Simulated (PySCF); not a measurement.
Work out the structure from these simulated measurements.

Elements present: C, H, N, O and Si. Monoisotopic mass: 150.0101 u.

| Quantity | Value |
| --- | --- |
| NMR, other nuclei | isotropic shieldings of nuclei other than C and H, by class: 134 (1 N), 280 (1 N), -109 (1 O), 382 (1 Si), 401 (2 Si) ppm [GIAO PBE0/pcSseg-1] |
| Rotational structure | rotational constants A, B, C: 2.637, 0.811, 0.659 GHz [GFN2-xTB] |
| 13C NMR | chemical shifts (computed TMS as zero) by class: 167.9 (1 C) ppm [GIAO PBE0/pcSseg-1] |
| 1H NMR | chemical shifts (computed TMS as zero) by class: 8.38 (1 H), 5.36 (2 H), 4.76 (6 H), 4.40 (1 H) ppm [GIAO PBE0/pcSseg-1] |
| Dipole | 3.46 D [PBE0/pcSseg-1] |

Gas-phase values; electronic properties from PySCF, density fitting. Levels stand in brackets. The structure is a single GFN2-xTB conformer in the gas phase; no vibrational or solvent corrections. Each NMR value is the plain mean over a class of atoms that symmetry, rotation or inversion makes alike.

Q: Which formula fits the mass and the elements?

A: CH10N2OSi3 (calculated 150.0101). No other formula that holds each of these elements comes within 0.0003 u with a fitting electron parity and a possible valence count.

Q: Give a SMILES that accounts for the data.

A: Numbering: `[O:1]=[CH:2][NH:3][SiH2:4][N:5]([SiH3:6])[SiH3:7]`. Its formula, CH10N2OSi3, gives 1 degree of unsaturation: 0 rings and 1 π bond in the structure found. The one carbon: amide carbonyl carbon [C2] (167.9 ppm). Hydrogen classes from least to most shielded: 1 H on an amide carbonyl carbon, C2 (8.38 ppm), 2 H on an SiH2 silicon, Si4 (5.36 ppm), 6 H on 2 SiH3 silicons, Si6/Si7 (4.76 ppm), 1 H on an amide nitrogen, N3 (4.40 ppm). The other shieldings belong to: 134 ppm, amide nitrogen [N3]; 280 ppm, nitrogen bridging silicon atoms [N5]; -109 ppm, amide oxygen [O1]; 382 ppm, SiH2 silicon [Si4]; 401 ppm, SiH3 silicon [Si6/Si7]. The optimised geometry has point group C1 and is an asymmetric top. Structure: `O=CN[SiH2]N([SiH3])[SiH3]`. Computed isomers that give other values at the same levels: `NC(=O)[SiH2]N([SiH3])[SiH3]` (13C chemical shifts (computed TMS as zero) by class: 187.4 (1 C) ppm); `C=NN[SiH2][SiH2]O[SiH3]` (13C chemical shifts (computed TMS as zero) by class: 122.8 (1 C) ppm); `CN1[SiH2][SiH2]O[Si@@H]1N` (13C chemical shifts (computed TMS as zero) by class: 31.0 (1 C) ppm). The assignments are read from this structure; whether some other isomer fits the data as well wasn't checked.

The values belong to the conformer `[O:1]=[CH:2][NH:3][SiH2:4][N:5]([SiH3:6])[SiH3:7]`: O1–C2–N3–Si4 0°, C2–N3–Si4–N5 -178°, N3–Si4–N5–Si6 -143°.
